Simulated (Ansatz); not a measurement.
`C[O][Cd][CH3]` and `C[O][Cd][F]` differ in one atom or group.

Ansatz, PBE0-D4/def2-TZVP geometries, multiplicity 1. Each molecule was computed in one conformer, which needn't be the lowest.

Elements past krypton have def2 core potentials.

| property | `C[O][Cd][CH3]` |
| --- | --- |
| HOMO–LUMO gap (PBE0/def2-TZVPP) / eV | 6.23 |
| size of the dipole moment (PBE/def2-TZVPP) / D | 1.98 |
| HOMO energy (PBE/def2-TZVPP) / eV | -5.28 |
| HOMO–LUMO gap (ωB97M-V/def2-TZVPP) / eV | 10.11 |
| size of the dipole moment (B3LYP/def2-TZVPP) / D | 2.09 |
| LUMO energy (PBE/def2-TZVPP) / eV | -1.33 |

Task: What does the change do to each property? (Best estimate.)

Result: Ansatz gave: 
| property | `C[O][Cd][F]` | shift |
| --- | --- | --- |
| HOMO–LUMO gap (PBE0/def2-TZVPP) / eV | 5.72 | -0.51 |
| size of the dipole moment (PBE/def2-TZVPP) / D | 2.00 | 0.02 |
| HOMO energy (PBE/def2-TZVPP) / eV | -6.07 | -0.79 |
| HOMO–LUMO gap (ωB97M-V/def2-TZVPP) / eV | 9.87 | -0.24 |
| size of the dipole moment (B3LYP/def2-TZVPP) / D | 2.03 | -0.06 |
| LUMO energy (PBE/def2-TZVPP) / eV | -2.78 | -1.45 |

With PBE0 the HOMO falls by 0.83 eV and the LUMO falls by 1.34 eV, so the gap narrows by about 0.51 eV. PBE moves the HOMO by -0.79 eV and ωB97M-V by -0.79 eV. Dipoles are sizes alone; their direction can turn.

Positive LUMOs are unbound, so they and the gaps depend on the basis.

B3LYP here is the variant with VWN-RPA as its local correlation; programs differ in this.
